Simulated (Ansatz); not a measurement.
`[F][Sb]([F])[SiH3]` + `O[AsH2]` → `[SiH3]O[AsH2]` + `[F][SbH][F]` at 400 K and 1 bar (cleavage of the Si–Sb bond).

Calculated with Ansatz (gas phase, PBE0-D4/def2-TZVP geometries, no zero-point term in ΔE). CCSD(T)/CBS adds triple-zeta CCSD(T) − MP2 to the extrapolated MP2 energy (def2 sets, frozen cores). def2 core potentials past Kr. For As, Sb outer-core shells are correlated without core-valence functions, which leaves a few kJ/mol of doubt a bond. Scalar relativity is left out up to krypton.

```csv
species,CCSD(T)/CBS energy (Eh),H − E (kJ/mol),S (J/(mol·K))
`[F][Sb]([F])[SiH3]`,-730.53304,105.3,388.1
`O[AsH2]`,-2311.97217,94.9,282.5
`[SiH3]O[AsH2]`,-2602.28728,145.6,365.5
`[F][SbH][F]`,-440.24478,47.2,307.7
```

H − E and S are ideal-gas, rigid-rotor, harmonic terms from PBE0-D4/def2-TZVP. 1 Eh = 2625.50 kJ/mol, R = 8.31446 J/(mol·K).

Task: By hand: ΔE, ΔH, ΔS and ΔG.

Result: ΔE = (-2602.28728) + (-440.24478) − (-730.53304) − (-2311.97217) = -0.02685 Eh = -70.5 kJ/mol. Δ(H − E) = 145.6 + 47.2 − 105.3 − 94.9 = -7.4, so ΔH = -77.9 kJ/mol. ΔS = 365.5 + 307.7 − 388.1 − 282.5 = 2.6 J/(mol·K). ΔG = -77.9 − 400 × (2.6)/1000 = -78.9 kJ/mol.

Task: By hand: the equilibrium constant, and the temperature at which ΔG would vanish if ΔH and ΔS stayed fixed.

Result: log₁₀ K = −ΔG/(RT ln 10) = 10.3. ΔH and −TΔS have one sign here, so there is no such temperature. One of them is within its doubt of zero, so this could turn.

The number of gas molecules stays the same, so ΔS is small and ΔH decides. A doubt of 5 kJ/mol in ΔE shifts log₁₀ K by 0.7 here. Modes under 60 cm⁻¹, often nearly free rotors, make the harmonic entropy too high. These are equilibria of isolated gas molecules and say nothing of rates. Largest T1 diagnostic: 0.015 (customary marks: 0.02 for closed shells, 0.045 for open ones).
